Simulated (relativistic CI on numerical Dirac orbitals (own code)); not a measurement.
Energy levels of Ru41+

Calculated at this level of theory: Dirac-Coulomb-Breit CI, separate exchange-only KLI orbitals for each configuration, model QED, unscaled Slater integrals (own radial code, finite nucleus).

CI space (outside the closed core 1s2): 2s, 2p, 3s, 3p, 3d, 4s, 4p, 4d, 4f, 5s, 5p, 5d, 5f, 5g, 6s, 6p, 6d. Levels of other configurations are missing.

The lowest level is 2s 2S_1/2, with 100 % of that term; Hund's rules for 2s give 2S with J = 1/2, in agreement.

| No. | Configuration | Term | J | E (Ry) | % | Landé g | jj configuration (%) |
| --- | --- | --- | --- | --- | --- | --- | --- |
| 1 | 2s | 2S | 1/2 | 0.000 | 100 | 1.986 | 2s (100) |
| 2 | 2p | 2P° | 1/2 | 6.724 | 100 | 0.649 | 2p1/2 (100) |
| 3 | 2p | 2P° | 3/2 | 18.026 | 100 | 1.321 | 2p3/2 (100) |
| 4 | 3s | 2S | 1/2 | 260.438 | 100 | 1.995 | 3s (100) |
| 5 | 3p | 2P° | 1/2 | 262.301 | 100 | 0.659 | 3p1/2 (100) |
| 6 | 3p | 2P° | 3/2 | 265.653 | 100 | 1.328 | 3p3/2 (100) |
| 7 | 3d | 2D | 3/2 | 266.294 | 100 | 0.794 | 3d3/2 (100) |
| 8 | 3d | 2D | 5/2 | 267.335 | 100 | 1.195 | 3d5/2 (100) |
| 9 | 4s | 2S | 1/2 | 350.348 | 100 | 1.998 | 4s (100) |
| 10 | 4p | 2P° | 1/2 | 351.112 | 100 | 0.662 | 4p1/2 (100) |
| 11 | 4p | 2P° | 3/2 | 352.523 | 100 | 1.331 | 4p3/2 (100) |
| 12 | 4d | 2D | 3/2 | 352.790 | 100 | 0.796 | 4d3/2 (100) |
| 13 | 4d | 2D | 5/2 | 353.230 | 100 | 1.197 | 4d5/2 (100) |
| 14 | 4f | 2F° | 5/2 | 353.244 | 100 | 0.854 | 4f5/2 (100) |
| 15 | 4f | 2F° | 7/2 | 353.462 | 100 | 1.140 | 4f7/2 (100) |
| 16 | 5s | 2S | 1/2 | 391.594 | 100 | 2.000 | 5s (100) |
| 17 | 5p | 2P° | 1/2 | 391.980 | 100 | 0.663 | 5p1/2 (100) |
| 18 | 5p | 2P° | 3/2 | 392.700 | 100 | 1.332 | 5p3/2 (100) |
| 19 | 5d | 2D | 3/2 | 392.836 | 100 | 0.798 | 5d3/2 (100) |
| 20 | 5d | 2D | 5/2 | 393.062 | 100 | 1.199 | 5d5/2 (100) |
| 21 | 5f | 2F° | 5/2 | 393.069 | 100 | 0.855 | 5f5/2 (100) |
| 22 | 5g | 2G | 7/2 | 393.181 | 100 | 0.887 | 5g7/2 (100) |
| 23 | 5f | 2F° | 7/2 | 393.181 | 100 | 1.141 | 5f7/2 (100) |
| 24 | 5g | 2G | 9/2 | 393.248 | 100 | 1.109 | 5g9/2 (100) |
| 25 | 6s | 2S | 1/2 | 413.862 | 100 | 2.001 | 6s (100) |
| 26 | 6p | 2P° | 1/2 | 414.084 | 100 | 0.664 | 6p1/2 (100) |
| 27 | 6p | 2P° | 3/2 | 414.500 | 100 | 1.333 | 6p3/2 (100) |
| 28 | 6d | 2D | 3/2 | 414.578 | 100 | 0.798 | 6d3/2 (100) |
| 29 | 6d | 2D | 5/2 | 414.708 | 100 | 1.199 | 6d5/2 (100) |

Energies count from the lowest computed level; ° marks odd parity. Filled j subshells are mostly left out of the jj labels.

The mean weight of the leading LS term, summed over parents, in these 29 levels is 100 %, and that of the leading jj configuration (from the same eigenvectors) 100 %.

At this charge energies of transitions that change n are usually good to better than 1 %, and those within a shell (Δn = 0) to a few per cent.
